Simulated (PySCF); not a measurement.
A PySCF script (with the pyscf-properties extension) for the NMR shieldings of `C[C@]1(B(F)F)C/C1=C\CCl`, C6H8BClF2, on a GFN2-xTB geometry:

```python
import basis_set_exchange as bse
import numpy as np
from pyscf import gto, dft
from pyscf.prop import nmr

atoms = """
C    -1.697985   -1.351672   -0.135228
C    -1.133689    0.045580   -0.346100
B    -1.900217    1.236307    0.293476
F    -2.936577    1.084989    1.095996
F    -1.557345    2.496728    0.090889
C    -0.380529    0.300602   -1.667803
C     0.347838    0.153535   -0.421704
C     1.481859    0.110167    0.234575
C     2.806743    0.235572   -0.434505
Cl    3.624841   -1.369070   -0.452910
H    -2.662009   -1.448201   -0.630946
H    -1.841282   -1.541105    0.925961
H    -1.018869   -2.101552   -0.533564
H    -0.357775   -0.510507   -2.381489
H    -0.459810    1.281273   -2.114511
H     1.496740   -0.069607    1.300628
H     2.707591    0.547513   -1.472855
H     3.471717    0.905764    0.108913
"""
names = dict.fromkeys(["C", "B", "F", "Cl", "H"], "pcSseg-1")
basis = {el: gto.basis.parse(bse.get_basis(n, elements=[el], fmt="nwchem")) for el, n in names.items()}
mol = gto.M(atom=atoms, basis=basis, charge=0, verbose=0)
mf = dft.RKS(mol, xc="PBE0")
mf.grids.level = 2
mf.grids.alignment = dft.numint.BLKSIZE   # the property module wants whole blocks of grid points
mf.conv_tol = 1e-9
mf.kernel()

calc = nmr.RKS(mf)   # GIAO
C = mf.mo_coeff
Co = C[:, mf.mo_occ > 0]
resp = mf.gen_response(singlet=True, hermi=2)
def vind(x):   # induced exchange potential for any number of trial vectors
    d = np.einsum("pi,xij,qj->xpq", C, 2 * x.reshape(-1, C.shape[1], Co.shape[1]), Co, optimize=True)
    return np.einsum("xpq,pi,qj->xij", resp(d - d.transpose(0, 2, 1)), C, Co, optimize=True).ravel()
mo1, _ = nmr.rhf.solve_mo1(calc, with_cphf=vind)
sigma = calc.kernel(mo1)
for i, s in enumerate(sigma):   # ppm
    w = np.linalg.eigvalsh((s + s.T) / 2)
    print("%2d %-2s iso %8.1f  s11 %8.1f  s22 %8.1f  s33 %8.1f" % (i, mol.atom_pure_symbol(i), w.mean(), *w))
```

Question: What are the results?

Answer: 
```
 0 C  iso    166.1  s11    149.6  s22    159.5  s33    189.1
 1 C  iso    177.2  s11    140.0  s22    163.5  s33    228.2
 2 B  iso     73.0  s11     43.3  s22     80.4  s33     95.3
 3 F  iso    242.5  s11     58.1  s22    293.4  s33    376.1
 4 F  iso    258.5  s11     90.3  s22    305.7  s33    379.6
 5 C  iso    169.8  s11    139.2  s22    165.1  s33    205.0
 6 C  iso     42.1  s11    -41.8  s22     -2.2  s33    170.3
 7 C  iso     64.2  s11    -35.3  s22     71.8  s33    156.1
 8 C  iso    135.9  s11    110.9  s22    137.0  s33    159.8
 9 Cl iso    819.7  s11    611.3  s22    763.6  s33   1084.2
10 H  iso     30.1  s11     25.7  s22     27.0  s33     37.4
11 H  iso     29.9  s11     25.9  s22     27.3  s33     36.6
12 H  iso     31.3  s11     26.4  s22     30.1  s33     37.4
13 H  iso     30.5  s11     26.2  s22     27.2  s33     38.2
14 H  iso     30.0  s11     24.8  s22     27.2  s33     38.1
15 H  iso     25.4  s11     21.8  s22     25.2  s33     29.3
16 H  iso     27.5  s11     22.4  s22     27.4  s33     32.7
17 H  iso     27.4  s11     21.8  s22     27.0  s33     33.4
```

These numbers come from an equivalent density-fitted implementation of the same equations, which agrees with the script to about 0.01 ppm for H and up to a few tenths of a ppm for heavy atoms, so last digits may differ.

Size and cost of the density-fitted run: 217 basis functions, 55 s wall time on 1 thread of an Arm Neoverse V2, shared host; peak memory 0.96 GiB.
